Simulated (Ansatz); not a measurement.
Job for Ansatz (a first-principles code): R-B3LYP/def2-TZVPP on C4H4 (SMILES C1=CC=C1), 2S+1 = 1, a spin state set in the input, which need not be the lowest, at the other state's geometry.

Ansatz 0.2 input:
```yaml
crystal:
  periodic: [false, false, false]
  atoms:
    - {symbol: C, position_ang: [0.99182751, -0.22245650, 0.01073954]}
    - {symbol: C, position_ang: [0.22038427, 0.98737750, 0.09919924]}
    - {symbol: C, position_ang: [-0.99182751, 0.22245650, -0.01073954]}
    - {symbol: C, position_ang: [-0.22038427, -0.98737750, -0.09919924]}
    - {symbol: H, position_ang: [2.04373268, -0.45838778, 0.02212959]}
    - {symbol: H, position_ang: [0.45411781, 2.03456311, 0.20440724]}
    - {symbol: H, position_ang: [-2.04373268, 0.45838778, -0.02212959]}
    - {symbol: H, position_ang: [-0.45411781, -2.03456311, -0.20440724]}
basis:
  gaussian:
    orbitals: def2-TZVPP
hamiltonian:
  xc: {name: B3LYP}
```

The log:

```
WARN ansatz: RAYON_NUM_THREADS=2 ignored (pool sized by the plan → 2); use --threads N
Functional definition: B3LYP
integrals: 0.07 GiB planned
956 factors; their error is unknown
mean field: 0.75 GiB planned
mean field evaluation 1: about -4199.7326 eV, gradient 6.2e1 eV
mean field evaluation 2: about -4186.1786 eV, gradient 9.3e1 eV
mean field evaluation 4: about -4205.3344 eV, gradient 4.0e1 eV
mean field evaluation 8: about -4209.1514 eV, gradient 4.4e0 eV
mean field evaluation 16: about -4209.5508 eV, gradient 1.8e-2 eV
mean field evaluation 32: about -4208.9144 eV, gradient 1.4e-1 eV
mean field -4209.55083962 eV, -154.6981400199 hartree, gradient 1.5e-5 eV, S^2 0.000000; 2 other end points of the search recorded, 0 dependent functions left out
reference -4209.55106658 eV, -154.6981483607 hartree; 14, 14 occupied and 166, 166 virtual orbitals, 956 factors
Total energy: -4209.55106658 eV, -154.6981483607 hartree
```

Self-consistency was reached.

Cost: about 9 core-seconds (a rough figure).
